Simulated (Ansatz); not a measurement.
Reactions of `C[O][Ga]([OH])[Br]`.

Calculated with Ansatz (gas phase, PBE0-D4/def2-TZVP geometries, no zero-point term in ΔE). CBS: MP2 limit from def2 TZ/QZ plus the TZ coupled-cluster correction, frozen cores. This one scheme is used for every species, atoms too. Functionals use def2-TZVPP. B3LYP here is the variant with VWN-RPA as its local correlation; programs differ in this. No spin–orbit coupling; open shells (•) take unrestricted orbitals. Spin–orbit coupling would lower the free atoms: a little for C, O; clearly for Br, Ga. Bonds to Br, Ga are less sure, by a few kJ/mol each and by 10 to 20 or more in all where they break to atoms, as the def2 sets lack core-valence functions. Scalar relativity is left out up to krypton. One conformer a species, not always the lowest.

```tsv
reaction	PBE-D4 (kJ/mol)	B3LYP-D4 (kJ/mol)
`C[O][Ga]([OH])[Br]` + HCl → `C[O][Ga]([OH])[Cl]` + HBr	12	12
`C[O][Ga]([OH])[Br]` → `[OH][GaH][Br]` + `C=O`	144	142
`C[O][Ga]([OH])[Br]` + H₂O → `C[O][Ga]([OH])[OH]` + HBr	75	73
`C[O][Ga]([OH])[Br]` + HCl → `[OH][Ga]([Cl])[Br]` + CH₃OH	-60	-59
`C[O][Ga]([OH])[Br]` + H₂O → `[OH][Ga]([OH])[Br]` + CH₃OH	-3	-2
`C[O][Ga]([OH])[Br]` + H₂ → `[OH][GaH][Br]` + CH₃OH	22	25
`C[O][Ga]([OH])[Br]` → Br• + C• + Ga• + 4 H• + 2 O•	3219	3126
`C[O][Ga]([OH])[Br]` + `C[SiH3]` → `C[O][Ga]([OH])[CH2][SiH3]` + HBr	116	121
`C[O][Ga]([OH])[Br]` + HBr → `[OH][Ga]([Br])[Br]` + CH₃OH	-72	-70
`C[O][Ga]([OH])[Br]` + H₂S → `C[O][Ga]([OH])[SH]` + HBr	33	37
```

**Question.** Give the CCSD(T)/CBS values in the same order. (Best estimate.)

**Answer.** Ansatz gave: 13, 153, 75, -57, 0, 28, 3186, 115, -69, 36 kJ/mol.

Largest T1 diagnostic: 0.015, for `C=O`.
